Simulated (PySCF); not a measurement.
PySCF job for silylmethoxysilane (CH₈OSi₂), SMILES O(C[SiH3])[SiH3], TDA-PBE0/def2-SVPD. Coordinates come from a B3LYP-D3(BJ)/def2-SVP optimisation. One conformer was computed; it need not be the lowest.

```python
import numpy as np
from pyscf import gto, scf, dft, tdscf

mol = gto.M(
    atom='''
    Si    1.65401113    0.95647943   -0.58102892
    C     0.74860855   -0.69814776   -0.30021063
    O    -0.65810148   -0.51793788   -0.42740556
    Si   -1.71705333   -0.39828093    0.85640913
    H     3.12783561    0.75558360   -0.44080958
    H     1.35036365    1.46965030   -1.94596957
    H     1.19293059    1.95069536    0.42977224
    H     1.07652850   -1.43270037   -1.05715519
    H     1.02814610   -1.12806831    0.68263531
    H    -1.43574260    0.81025259    1.68918548
    H    -3.07796452   -0.30597599    0.27072007
    H    -1.60634597   -1.60182636    1.73680662
    ''',
    basis='def2-SVPD',
    charge=0,
    spin=0,
    max_memory=1600,
    verbose=4,
)
mf = dft.RKS(mol, xc='pbe0').density_fit(auxbasis='def2-universal-jkfit')
mf.grids.level = 3
mf.conv_tol = 1e-9
mf.max_cycle = 100
mf.kernel()
mf.grids = dft.Grids(mol).set(level=1).build(with_non0tab=True)  # coarser grid for the response kernel
td = tdscf.TDA(mf)
td.singlet = True
td.nstates = 10
td.conv_tol = 1e-4
td.positive_eig_threshold = 1e-6
td.kernel(x0=td.get_init_guess(mf, 15))
td.analyze()
tt = tdscf.TDA(mf)
tt.singlet = False
tt.nstates = 4
tt.conv_tol = 1e-4
tt.positive_eig_threshold = 1e-6
tt.kernel(x0=tt.get_init_guess(mf, 9))
tt.analyze(verbose=3)
```

Log of the run:

```
PySCF version 2.14.0

[INPUT] verbose = 4
[INPUT] num. atoms = 12
[INPUT] num. electrons = 50
[INPUT] charge = 0
[INPUT] spin (= nelec alpha-beta = 2S) = 0
[INPUT] symmetry False subgroup None
[INPUT] Mole.unit = angstrom
[INPUT] Symbol           X                Y                Z      unit          X                Y                Z       unit  Magmom
[INPUT]  1 Si     1.654011130000   0.956479430000  -0.581028920000 AA    3.125628042682   1.807484166480  -1.097985529252 Bohr   0.0
[INPUT]  2 C      0.748608550000  -0.698147760000  -0.300210630000 AA    1.414665134008  -1.319308060879  -0.567315870383 Bohr   0.0
[INPUT]  3 O     -0.658101480000  -0.517937880000  -0.427405560000 AA   -1.243631559371  -0.978760742738  -0.807679452516 Bohr   0.0
[INPUT]  4 Si    -1.717053330000  -0.398280930000   0.856409130000 AA   -3.244760534972  -0.752641878337   1.618378706277 Bohr   0.0
[INPUT]  5 H      3.127835610000   0.755583600000  -0.440809580000 AA    5.910752665562   1.427846068213  -0.833009379285 Bohr   0.0
[INPUT]  6 H      1.350363650000   1.469650300000  -1.945969570000 AA    2.551817467068   2.777236565885  -3.677349534038 Bohr   0.0
[INPUT]  7 H      1.192930590000   1.950695360000   0.429772240000 AA    2.254312100716   3.686279982860   0.812151829541 Bohr   0.0
[INPUT]  8 H      1.076528500000  -1.432700370000  -1.057155190000 AA    2.034344030289  -2.707411317863  -1.997733780263 Bohr   0.0
[INPUT]  9 H      1.028146100000  -1.128068310000   0.682635310000 AA    1.942914545040  -2.131740155701   1.289993778858 Bohr   0.0
[INPUT] 10 H     -1.435742600000   0.810252590000   1.689185480000 AA   -2.713160299371   1.531155486820   3.192097930792 Bohr   0.0
[INPUT] 11 H     -3.077964520000  -0.305975990000   0.270720070000 AA   -5.816509963928  -0.578210821793   0.511586788723 Bohr   0.0
[INPUT] 12 H     -1.606345970000  -1.601826360000   1.736806620000 AA   -3.035553944599  -3.027013119509   3.282088843132 Bohr   0.0

nuclear repulsion = 220.439649165655
number of shells = 69
number of NR pGTOs = 227
number of NR cGTOs = 155
basis = def2-SVPD
ecp = {}


[settings echo left out]
init E= -696.4089354734
  HOMO = -0.322361847885161  LUMO = -0.0505751336549918  gap/eV = 7.39569
cycle= 1 E= -696.419373027004  delta_E= -0.0104  |g|= 0.588  |ddm|= 3.69
  HOMO = -0.172319726510593  LUMO = 0.00650124599675905  gap/eV = 4.86597
cycle= 2 E= -696.266786692217  delta_E= 0.153  |g|= 1.05  |ddm|= 1.57
  HOMO = -0.285997359854363  LUMO = -0.0016861471228613  gap/eV = 7.73650
cycle= 3 E= -696.48638637645  delta_E= -0.22  |g|= 0.0476  |ddm|= 1.02
  HOMO = -0.281393995726359  LUMO = 0.000161759966727182  gap/eV = 7.66152
cycle= 4 E= -696.486890531356  delta_E= -0.000504  |g|= 0.01  |ddm|= 0.0916
  HOMO = -0.283041129980331  LUMO = -0.000803211654328173  gap/eV = 7.68008
cycle= 5 E= -696.486916836601  delta_E= -2.63e-05  |g|= 0.00192  |ddm|= 0.0208
  HOMO = -0.282778355471958  LUMO = -0.000526305431691299  gap/eV = 7.68047
cycle= 6 E= -696.486918080006  delta_E= -1.24e-06  |g|= 0.000292  |ddm|= 0.00396
  HOMO = -0.282790451690932  LUMO = -0.000531189332167781  gap/eV = 7.68067
cycle= 7 E= -696.486918104245  delta_E= -2.42e-08  |g|= 6.93e-05  |ddm|= 0.00072
  HOMO = -0.282786097924937  LUMO = -0.000532213836927475  gap/eV = 7.68052
cycle= 8 E= -696.486918105549  delta_E= -1.3e-09  |g|= 2.88e-05  |ddm|= 0.000153
  HOMO = -0.282788531529488  LUMO = -0.000533221528673966  gap/eV = 7.68056
cycle= 9 E= -696.486918105729  delta_E= -1.8e-10  |g|= 7.75e-06  |ddm|= 3.67e-05
  HOMO = -0.282786526433635  LUMO = -0.000532806986829559  gap/eV = 7.68051
Extra cycle  E= -696.486918105727  delta_E= 2.5e-12  |g|= 9.64e-06  |ddm|= 2.09e-05
converged SCF energy = -696.486918105727
tot grids = 42960
Overwritten attributes  positive_eig_threshold  of <class 'pyscf.tdscf.rks.TDA'>


******** <class 'pyscf.tdscf.rks.TDA'> for <class 'pyscf.df.df_jk.DFRKS'> ********
nstates = 10 singlet
deg_eia_thresh = 1.000e-03
wfnsym = None
conv_tol = 0.0001
eigh lindep = 1e-12
eigh level_shift = 0
eigh max_cycle = 100


Excitation energies (eV)
[6.31304509 7.00626514 7.46429742 7.53561714 7.69162929 7.84346794
 7.88552101 8.10835681 8.18974272 8.24706833]

** Singlet excitation energies and oscillator strengths **
Excited State   1:      6.31305 eV    196.39 nm  f=0.0033
      25 -> 26        0.69538
Excited State   2:      7.00627 eV    176.96 nm  f=0.0330
      25 -> 27       -0.68324
      25 -> 29       -0.10554
Excited State   3:      7.46430 eV    166.10 nm  f=0.0357
      24 -> 26        0.14547
      25 -> 27       -0.12034
      25 -> 28       -0.43379
      25 -> 29        0.45806
      25 -> 30       -0.23491
Excited State   4:      7.53562 eV    164.53 nm  f=0.0078
      24 -> 26       -0.65932
      25 -> 29        0.17125
Excited State   5:      7.69163 eV    161.19 nm  f=0.1212
      24 -> 26       -0.10573
      25 -> 28       -0.49771
      25 -> 29       -0.45424
Excited State   6:      7.84347 eV    158.07 nm  f=0.0053
      25 -> 28        0.14793
      25 -> 29       -0.16778
      25 -> 30       -0.64596
      25 -> 31       -0.12050
Excited State   7:      7.88552 eV    157.23 nm  f=0.0069
      25 -> 28        0.11152
      25 -> 31        0.67501
Excited State   8:      8.10836 eV    152.91 nm  f=0.0288
      21 -> 26        0.13263
      23 -> 26       -0.24178
      24 -> 27       -0.18855
      25 -> 32        0.53294
      25 -> 33        0.24497
      25 -> 35       -0.10063
Excited State   9:      8.18974 eV    151.39 nm  f=0.0067
      21 -> 26        0.12694
      23 -> 26       -0.49833
      24 -> 27       -0.23575
      25 -> 32       -0.36320
Excited State  10:      8.24707 eV    150.34 nm  f=0.0160
      21 -> 26        0.22317
      24 -> 27        0.51413
      25 -> 33        0.32648
      25 -> 34       -0.11646

** Transition electric dipole moments (AU) **
state          X           Y           Z        Dip. S.      Osc.
  1         0.0748     -0.1233      0.0254      0.0214      0.0033
  2         0.1596      0.4060     -0.0434      0.1921      0.0330
  3         0.0742      0.4347     -0.0312      0.1955      0.0357
  4         0.1905     -0.0076     -0.0783      0.0425      0.0078
  5         0.5299      0.5438     -0.2582      0.6432      0.1212
  6        -0.1051     -0.1058      0.0734      0.0276      0.0053
  7        -0.1496     -0.0726      0.0896      0.0357      0.0069
  8         0.2960     -0.0518     -0.2334      0.1448      0.0288
  9         0.0193      0.1553      0.0942      0.0334      0.0067
 10         0.0529      0.1699     -0.2182      0.0793      0.0160

** Transition velocity dipole moments (imaginary part, AU) **
state          X           Y           Z        Dip. S.      Osc.
  1         0.0041      0.0038     -0.0019      0.0000      0.0001
  2         0.0236      0.1115     -0.0117      0.0131      0.0340
  3         0.0259      0.0961      0.0046      0.0099      0.0241
  4         0.0389      0.0005     -0.0366      0.0029      0.0069
  5         0.1415      0.1341     -0.0665      0.0424      0.1001
  6        -0.0376     -0.0311      0.0249      0.0030      0.0069
  7        -0.0371     -0.0345      0.0018      0.0026      0.0059
  8         0.0657     -0.0015     -0.0296      0.0052      0.0116
  9         0.0081      0.0314      0.0183      0.0014      0.0031
 10         0.0100      0.0446     -0.0880      0.0098      0.0216

** Transition magnetic dipole moments (imaginary part, AU) **
state          X           Y           Z
  1        -0.5233      0.2056     -0.0227
  2        -0.2013     -0.0834     -0.1569
  3         0.2943      0.1641     -0.2542
  4         0.3861     -0.4626      0.2474
  5        -0.4335      0.2196     -1.0158
  6         0.0954      0.0380     -0.3052
  7         0.4584     -0.3395     -0.1499
  8         0.7654      0.3321      0.5120
  9         1.1602      0.2029      0.7638
 10         0.0447      0.1567      0.2683


******** <class 'pyscf.tdscf.rks.TDA'> for <class 'pyscf.df.df_jk.DFRKS'> ********
nstates = 4 triplet
deg_eia_thresh = 1.000e-03
wfnsym = None
conv_tol = 0.0001
eigh lindep = 1e-12
eigh level_shift = 0
eigh max_cycle = 100


Excitation energies (eV)
[5.97612147 6.66842017 7.13833268 7.21074115]

** Triplet excitation energies and oscillator strengths **
Excited State   1:      5.97612 eV    207.47 nm  f=0.0000
Excited State   2:      6.66842 eV    185.93 nm  f=0.0000
Excited State   3:      7.13833 eV    173.69 nm  f=0.0000
Excited State   4:      7.21074 eV    171.94 nm  f=0.0000
```

The run converged.

Cost: around 2.2 core-minutes (rough).
